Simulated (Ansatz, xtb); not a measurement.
C5H7NO2: which of two isomers lies lower

Structure I: `CO[C@@H]1OC[C@H]1C#N`, a singlet. Structure II: `CO[C@@H]1C[C@@H](C#N)O1`, a singlet. Both are isolated molecules in the gas phase, relaxed with B3LYP-D3(BJ)/def2-SVP; the shapes shown needn't be the lowest conformers.

I (Å):

```xyz
15

C    -2.0859   -0.1471    0.1132
C     0.0174    0.8576   -0.0957
C     1.9508    0.4600    0.5447
C     1.0763    1.7399    0.6047
C     1.5439    2.9270   -0.0897
N     1.9265    3.8596   -0.6614
O    -1.1308    0.7523    0.6486
O     0.8735   -0.2895   -0.0294
H    -2.9673   -0.1135    0.7669
H    -2.3838    0.1490   -0.9104
H    -1.6909   -1.1766    0.0853
H    -0.2100    1.1110   -1.1512
H     2.2729    0.0658    1.5220
H     2.8187    0.5344   -0.1303
H     0.7367    1.9955    1.6185
```

II (Å):

```xyz
15

C     1.7317    0.1084   -1.0866
C     0.4711   -0.2319    0.8569
C    -0.7917   -0.8642    1.4492
C    -1.2835    0.5971    1.5943
C    -1.5308    1.0647    2.9644
N    -1.7218    1.4195    4.0503
O     0.6547   -0.5670   -0.4627
O    -0.0574    1.1020    1.0492
H     2.6854   -0.0853   -0.5596
H     1.8064   -0.2723   -2.1138
H     1.5570    1.1973   -1.1135
H     1.4144   -0.3403    1.4291
H    -1.3482   -1.4623    0.7178
H    -0.6606   -1.4146    2.3884
H    -2.1552    0.8628    0.9708
```

Task: Which of the two would you expect CCSD(T)/def2-SVP + ΔMP2/def2-TZVPP electronic energies to favour?

Result: CCSD(T)/def2-SVP + ΔMP2/def2-TZVPP gives E(II) − E(I) = +0.017 eV, slightly favouring structure I, which is too small a margin to settle the true order.

How the difference moves with the method:

```csv
level,geometry,E(II) − E(I) (eV),departure from the last row (eV),"job, with rough time for the two"
GFN2-xTB,GFN2-xTB,+0.072,+0.055,"optimisation, 0.23 s"
HF/STO-3G,GFN2-xTB,−0.035,−0.052,"single point, 1 s"
r2SCAN-D4/def2-SVP,GFN2-xTB,+0.018,+0.001,"single point, 9.7 s"
B3LYP-D3(BJ)/def2-SVP,B3LYP-D3(BJ)/def2-SVP,+0.024,+0.007,"optimisation, 90 s"
HF/def2-SVP,B3LYP-D3(BJ)/def2-SVP,+0.038,+0.021,part of the CCSD(T) run
MP2/def2-SVP,B3LYP-D3(BJ)/def2-SVP,+0.024,+0.007,part of the CCSD(T) run
CCSD(T)/def2-SVP,B3LYP-D3(BJ)/def2-SVP,+0.016,−0.001,single point
CCSD(T)/def2-SVP + ΔMP2/def2-TZVPP,B3LYP-D3(BJ)/def2-SVP,+0.017,,"single point, 4.2 min"
```

As drawn, both hold the same kinds of bond in the same numbers.

The largest departure from CCSD(T)/def2-SVP + ΔMP2/def2-TZVPP is that of GFN2-xTB, 0.055 eV. The last row adds to CCSD(T) the change of the MP2 difference between the two basis sets, here +0.001 eV.

With thermal terms from frequencies at re-optimised GFN2-xTB minima (ideal gas, soft modes damped towards free rotors, one conformer each, 298.15 K, 1 atm): on the last row, ΔE + ΔZPE = +0.018, ΔH = +0.017, ΔG = +0.021 eV.

The correlated steps freeze 8 core orbitals. Run with Ansatz 0.2.0, xtb 6.7.1; the last row on 2 threads of Arm Neoverse V1 on a shared host.
